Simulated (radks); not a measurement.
Fractional charge and spin in the 3p shell of titanium: the spin-up occupation runs from 2 to 3 and the spin-down occupation from 2 to 3; the fullest corner is Ti2+, [Ne] 3s2 3d(up 1, down 1) 3p(up 3, down 3). Method: scalar-relativistic Kohn-Sham, r2SCAN, spin-polarised, spherical densities, finite nucleus; meta-GGA in the generalised Kohn-Sham scheme; Fermi nuclear charge, rms radius of each element as measured or else 0.836 A^(1/3) + 0.57 fm; computed with a radial shooting solver on a logarithmic mesh with Libxc functionals. Energy (eV) minus the two flat planes that join the four corners (they meet along the diagonal where the two added fractions sum to one electron); zero is where a piecewise linear energy would lie.

| down \ up | 2 | 2.25 | 2.5 | 2.75 | 3 |
|---|---|---|---|---|---|
| 2 | 0.000 | -1.694 | -2.248 | -1.678 | 0.000 |
| 2.25 | -1.694 | -2.124 | -1.436 | 0.354 | -1.543 |
| 2.5 | -2.248 | -1.436 | 0.472 | -1.313 | -2.042 |
| 2.75 | -1.678 | 0.354 | -1.313 | -1.929 | -1.519 |
| 3 | 0.000 | -1.543 | -2.042 | -1.519 | 0.000 |

Corners above the fullest one (they belong to Ti3+ and the next ion): (up 3, down 2) 63.857 eV, (up 2, down 3) 63.857 eV, (up 2, down 2) 146.80 eV. With half an added electron in each spin the energy lies 0.472 eV from the planes, and with half an added electron in spin up alone -2.248 eV. The planes are only a guide here: the flat-plane condition holds for ground states with one frontier orbital, while this shell lies below other occupied shells, so the corners above the fullest one are inner-hole states and not the ground states of those ions.
